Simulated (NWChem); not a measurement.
## Basis-set convergence for HIOSi

```xyz
4

Si    -1.1348    -1.2745     0.0000
I      0.2966     0.7680     0.0000
O      0.0547    -2.4388     0.0000
H     -0.2721    -3.3479     0.0000
```
Charge 0, spin multiplicity 1.

Program: NWChem. Structure: optimised with PBE0/def2-SVP with def2 effective core potentials on I, a minimum by its harmonic frequencies. It is one conformer; others weren't searched.

Quantity: LUMO energy at the level B3LYP.

Effective core potentials replace the inner electrons of I; spin-orbit coupling is left out. B3LYP has NWChem's definition, with VWN1-RPA local correlation. The structure started from a generated list of species.

| basis | functions | LUMO energy (eV) |
|---|---|---|
| def2-SVP | 63 | -2.36 |
| def2-SVPD | 90 | -2.57 |
| def2-TZVP | 124 | -2.47 |
| def2-TZVPP | 137 | -2.48 |
| def2-TZVPD | 151 | -2.54 |
| def2-QZVP | 239 | -2.53 |

Smallest basis within 0.2 eV of def2-QZVP, the largest set run: def2-SVP, with 63 functions against 239 (also within reach: def2-SVPD, def2-TZVP, def2-TZVPP, def2-TZVPD). def2-QZVP isn't the basis-set limit itself, and a small set can land close by cancellation.
